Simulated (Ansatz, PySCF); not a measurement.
InH, SMILES [InH] (connectivity only; charge and spin as stated), neutral, multiplicity 1. Atoms are numbered in the order given.

```xyz
2

In     0.0000     0.0000     0.0138
H      0.0000     0.0000     1.8768
```
Charge 0, spin multiplicity 1.

Geometry optimised at B3LYP-D3(BJ)/def2-TZVPD. The def2 effective core potentials stand for the cores of In; spin–orbit coupling is left out.

Two levels are set side by side: PBE-D3(BJ)/def2-TZVPD (Ansatz, a first-principles code) and B3LYP-D3(BJ)/def2-TZVPD (Ansatz). Each level has its own optimised geometry; the coordinates shown are those of the second. Frequencies come from the Hessian of PySCF at each geometry. Differences are taken from unrounded values.

```json
[
 {"quantity": "bond In1–H2 (Å)", "B3LYP-D3(BJ)": "1.863", "PBE-D3(BJ)": "1.872", "PBE-D3(BJ) minus B3LYP-D3(BJ)": "0.009"},
 {"quantity": "highest harmonic wavenumber (cm⁻¹)", "B3LYP-D3(BJ)": "1423", "PBE-D3(BJ)": "1390", "PBE-D3(BJ) minus B3LYP-D3(BJ)": "-33"},
 {"quantity": "mean harmonic wavenumber (cm⁻¹)", "B3LYP-D3(BJ)": "1423", "PBE-D3(BJ)": "1390", "PBE-D3(BJ) minus B3LYP-D3(BJ)": "-33"},
 {"quantity": "zero-point energy (kcal/mol)", "B3LYP-D3(BJ)": "2.03", "PBE-D3(BJ)": "1.99", "PBE-D3(BJ) minus B3LYP-D3(BJ)": "-0.05"}
]
```
